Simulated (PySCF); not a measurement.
# MgPb⁻ at ROHF

Computed with ROHF; Mg def2-SVPD, Pb def2-SVPD with ECP60; scalar-relativistic core potentials (PySCF 2.14).

```
state                                                                                                              : ⁴Σ⁻ (quartet), unpaired electrons σ ↑, π ↑↑
bond length                                                                                                        : 3.291 Å
harmonic wavenumber                                                                                                : 102 cm⁻¹
force constant                                                                                                     : 0.131 mdyn/Å
rotational constant Be                                                                                             : 0.07239 cm⁻¹
anharmonicity ωexe                                                                                                 : 0.838 cm⁻¹
vibration–rotation constant αe                                                                                     : 0.000837 cm⁻¹
well depth De to Mg + Pb⁻                                                                                          : 11.6 kcal/mol
dissociation energy D0                                                                                             : 11.4 kcal/mol
bond order (Mayer)                                                                                                 : 0.68
dipole moment (positive dipole points towards Pb; it is taken about the centre of mass and depends on that origin) : 5.75 D
```

Spin–orbit coupling is left out, which matters for elements this heavy, above all for dissociation energies. For an ion De counts to the pair picked by the measured ionisation energies or electron affinities, which need not be the lowest pair at this level. Hartree–Fock leaves out correlation, which carries a large part of most bond energies and some tenths to 1 eV of ionisation energies. The state was picked by a PBE0 search and need not be the measured ground state.
